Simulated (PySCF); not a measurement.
SeCl₂, SMILES Cl[Se]Cl. Coordinates come from a PBE-D3(BJ)/def2-TZVP optimisation. The isomer is the one that the SMILES or the coordinates give; other isomers of the formula were not compared.

Computed equilibrium geometry at PBE-D3(BJ)/def2-TZVP (PySCF confirms it by a frequency run) as Cartesian coordinates in Å, and its point group:
point group C2v.
```xyz
3

Se     0.0000     0.0000     0.6804
Cl     0.0000    -1.6963    -0.6804
Cl     0.0000     1.6963    -0.6804
```
